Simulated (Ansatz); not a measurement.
One geometry of `C1C[SiH2]C1`, several functionals.

```yaml
crystal:
  periodic: [false, false, false]
  atoms:
    - {symbol: C, position_ang: [-0.898518, 0.397071, -0.417822]}
    - {symbol: C, position_ang: [0.390125, 1.148372, 0.016012]}
    - {symbol: Si, position_ang: [0.929840, -0.484445, 0.785884]}
    - {symbol: C, position_ang: [-0.391086, -1.071175, -0.422838]}
    - {symbol: H, position_ang: [-1.328640, 0.735630, -1.364441]}
    - {symbol: H, position_ang: [-1.668490, 0.516389, 0.349380]}
    - {symbol: H, position_ang: [1.007816, 1.396388, -0.851179]}
    - {symbol: H, position_ang: [0.248789, 2.048595, 0.612214]}
    - {symbol: H, position_ang: [2.338887, -0.955682, 0.661272]}
    - {symbol: H, position_ang: [0.518179, -0.621197, 2.211420]}
    - {symbol: H, position_ang: [0.048656, -1.328680, -1.389997]}
    - {symbol: H, position_ang: [-1.118557, -1.836266, -0.155904]}
basis:
  gaussian: {orbitals: def2-TZVPP}
hamiltonian: {xc: pbe, dispersion: d4}
output: {forces: true, orbitals: {seedname: orbitals}}
```

```sh
$ ansatz run in.yaml --threads 2 --pin off --events-out ev --progress --plain --max-ram 4352MiB
```

Output, abridged:

```
Functional definition: PBE
1300 factors; their error is unknown
mean field evaluation 1: about -11094.9366 eV, gradient 8.2e1 eV
mean field evaluation 2: about -11043.5291 eV, gradient 1.5e2 eV
mean field evaluation 4: about -11111.1914 eV, gradient 7.5e0 eV
mean field evaluation 8: about -11111.3319 eV, gradient 3.2e-1 eV
mean field evaluation 16: about -11111.2894 eV, gradient 4.8e-4 eV
mean field -11111.28935298 eV, -408.3323522195 hartree, gradient 2.2e-5 eV, S^2 0.000000; 0 other end points of the search recorded, 0 dependent functions left out
reference -11111.28939851 eV, -408.3323538927 hartree; 20, 20 occupied and 227, 227 virtual orbitals, 1300 factors
Total energy: -11111.52858763 eV, -408.3411439306 hartree
Atom 0 at    -0.898518     0.397071    -0.417822 Å, force    -0.041871     0.017704    -0.014331 eV/Å
Atom 1 at     0.390125     1.148372     0.016012 Å, force     0.033618     0.087470     0.016284 eV/Å
Atom 2 at     0.929840    -0.484445     0.785884 Å, force     0.129880    -0.064245     0.096508 eV/Å
Atom 3 at    -0.391086    -1.071175    -0.422838 Å, force    -0.028535    -0.088921    -0.018359 eV/Å
Atom 4 at    -1.328640     0.735630    -1.364441 Å, force    -0.099046     0.073165    -0.193972 eV/Å
Atom 5 at    -1.668490     0.516389     0.349380 Å, force    -0.161318     0.028506     0.142946 eV/Å
Atom 6 at     1.007816     1.396388    -0.851179 Å, force     0.124632     0.057645    -0.158364 eV/Å
Atom 7 at     0.248789     2.048595     0.612214 Å, force    -0.014703     0.183537     0.117257 eV/Å
Atom 8 at     2.338887    -0.955682     0.661272 Å, force     0.157121    -0.054318    -0.005706 eV/Å
Atom 9 at     0.518179    -0.621197     2.211420 Å, force    -0.045300    -0.014302     0.151101 eV/Å
Atom 10 at     0.048656    -1.328680    -1.389997 Å, force     0.082273    -0.063141    -0.182067 eV/Å
Atom 11 at    -1.118557    -1.836266    -0.155904 Å, force    -0.136750    -0.163102     0.048703 eV/Å
Dipole moment:    -0.074054     0.045680    -0.099472 e Å
```

It took 4.4 s on 2 threads of an Intel Xeon Platinum 8259CL on a shared host, with 0.31 GiB of host memory at the peak.

With the line `hamiltonian: {xc: {name: r2SCANh}, dispersion: d4}` and no forces (abridged; 7 s):

```
Functional definition: r2SCANh
mean field evaluation 16: about -11117.1542 eV, gradient 3.3e-5 eV
mean field -11117.15420221 eV, -408.5478814533 hartree, gradient 3.3e-5 eV, S^2 0.000000
Total energy: -11117.21457898 eV, -408.5501002587 hartree
```

Changing it to `hamiltonian: {xc: {name: BLYP}, dispersion: d4}` and no forces (abridged; 3.4 s):

```
Functional definition: BLYP
mean field evaluation 16: about -11117.8685 eV, gradient 2.3e-4 eV
mean field -11117.86846634 eV, -408.5741301761 hartree, gradient 2.4e-5 eV, S^2 0.000000
Total energy: -11118.40650933 eV, -408.5939028914 hartree
```

With the line `hamiltonian: {xc: {name: B2PLYP}}` and no forces (abridged; 8.5 s):

```
Functional definition: B2PLYP
mean field evaluation 16: about -11107.8365 eV, gradient 3.6e-5 eV
mean field -11107.83653646 eV, -408.2054635529 hartree, gradient 7.1e-6 eV, S^2 0.000000
8 core orbitals not correlated: weight in the atoms' cores, before any rotation towards them, 1.000 or more for the frozen orbitals, at most 0.000 for the correlated occupied ones
second order -21.27577739 eV of doubles, -0.00000000 eV of singles
Total energy: -11113.58117563 eV, -408.4165751484 hartree
```

With the line `hamiltonian: {xc: {name: LC-wPBE}}` and no forces (abridged; 4.3 s):

```
Functional definition: LC-wPBE
mean field evaluation 16: about -11115.7315 eV, gradient 2.9e-5 eV
mean field -11115.73150905 eV, -408.4955984441 hartree, gradient 2.9e-5 eV, S^2 0.000000
Total energy: -11115.73150906 eV, -408.4955984444 hartree
```

The same input with `hamiltonian: {xc: r2scan, dispersion: d4}` (abridged; 7.5 s):

```
Functional definition: r2SCAN
mean field evaluation 16: about -11117.2813 eV, gradient 5.5e-4 eV
mean field -11117.28129214 eV, -408.5525519224 hartree, gradient 6.0e-5 eV, S^2 0.000000
Total energy: -11117.33868769 eV, -408.5546611696 hartree
Atom 0 force    -0.180200     0.067634    -0.020574 eV/Å
Atom 1 force     0.140619     0.108037     0.042005 eV/Å
Atom 2 force     0.035539    -0.021406     0.048165 eV/Å
Atom 3 force     0.040125    -0.177243    -0.014161 eV/Å
Atom 4 force    -0.006778     0.003539    -0.006097 eV/Å
Atom 5 force     0.004700    -0.000874    -0.003999 eV/Å
Atom 6 force    -0.011842     0.004728     0.003128 eV/Å
Atom 7 force     0.000087     0.004876    -0.018572 eV/Å
Atom 8 force    -0.010368     0.002401     0.005499 eV/Å
Atom 9 force     0.001244     0.002956    -0.019282 eV/Å
Atom 10 force    -0.012412     0.002634     0.002906 eV/Å
Atom 11 force    -0.000716     0.002720    -0.019019 eV/Å
Dipole moment:    -0.068294     0.042884    -0.095600 e Å
```
